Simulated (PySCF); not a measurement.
Compound: C7H9Al.
Geometry (GFN2-xTB, Å), atoms numbered from 1 in this order:
```
atom  x, y, z in Å
C1     3.3624    0.7579   -0.4099
Al2    1.8078   -0.4536   -0.6677
C3    -0.0723   -0.1825   -0.0801
C4    -0.9377   -1.2300   -0.4146
C5    -2.2793   -1.1965   -0.0801
C6    -2.7857   -0.1039    0.6055
C7    -1.9506    0.9469    0.9512
C8    -0.6096    0.9068    0.6109
H9     3.2283    1.7432   -0.8733
H10    4.2753    0.3299   -0.8430
H11    3.5802    0.9493    0.6483
H12    1.9764   -1.8123   -1.4015
H13   -0.5259   -2.0837   -0.9498
H14   -2.9323   -2.0158   -0.3485
H15   -3.8331   -0.0717    0.8706
H16   -2.3504    1.7964    1.4884
H17    0.0394    1.7314    0.8838
```

A PySCF run (density fitting, gas phase, GFN2-xTB geometry) gave HOMO -9.37 eV, LUMO -2.87 eV, dipole 1.04 D.

Question: Which of these levels was it?
A. PBE0/pcSseg-1
B. PBE0/def2-SVPD
C. PBE0/MINI
D. WP04/pcSseg-1

Answer: C. It is PBE0/MINI. All candidates on this geometry:

| level and settings | kind | basis functions | SCF cycles | E (Eh) | HOMO (eV) | LUMO (eV) | dipole (D) |
| --- | --- | --- | --- | --- | --- | --- | --- |
| WP04/pcSseg-1 | global hybrid fitted to proton shifts | 188 | 14 | -524.3556 | -8.31 | -3.05 | 0.60 |
| PBE0/pcSseg-1 | global hybrid | 188 | 14 | -514.0982 | -7.33 | -1.39 | 0.73 |
| PBE0/def2-SVPD | global hybrid | 236 | 14 | -513.8829 | -7.33 | -1.36 | 0.72 |
| PBE0/MINI | global hybrid | 53 | 12 | -510.6201 | -9.37 | -2.87 | 1.04 |

The nearest other candidate, by the summed differences of HOMO and LUMO, is WP04/pcSseg-1: its HOMO differs by +1.06 eV and its LUMO by -0.18 eV. Cycle counts include a coarse-grid stage where the run had one. WP04 was designed for NMR shieldings or shifts; total energies of different functionals aren't comparable.
